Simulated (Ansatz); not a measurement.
A run of Ansatz (development build ahead of 0.2.0) on quartet FeS(+) at this shape:

| atom | x (Å) | y (Å) | z (Å) |
| --- | --- | --- | --- |
| Fe | 0.0000 | 0.0000 | 0.0000 |
| S | 0.0000 | 0.0000 | 3.5040 |

Its results:

```json
{
 "Converged": "yes",
 "Total energy": "-1661.11105 hartree",
 "Spin squared of the determinant": "3.750",
 "Stability test": "minimum among restricted orbitals"
}
```

Problem. Which input gives this output? Name the method, the orbitals and the basis set, and write the input.

Solution. PBE0 (restricted open-shell) in pcseg-2.

```yaml
crystal:
  periodic: [false, false, false]
  atoms:
    - { symbol: Fe, position_ang: [0.0, 0.0, 0.0] }
    - { symbol: S, position_ang: [0.0, 0.0, 3.504] }
basis:
  gaussian: { orbitals: pcseg-2 }
total_charge: 1
magnetization:
  initial_magnetization: 3
hamiltonian:
  xc: pbe0
```

Caution: stretched shape with no unrestricted run beside it, a lower state can exist; other spin multiplicities were not run.
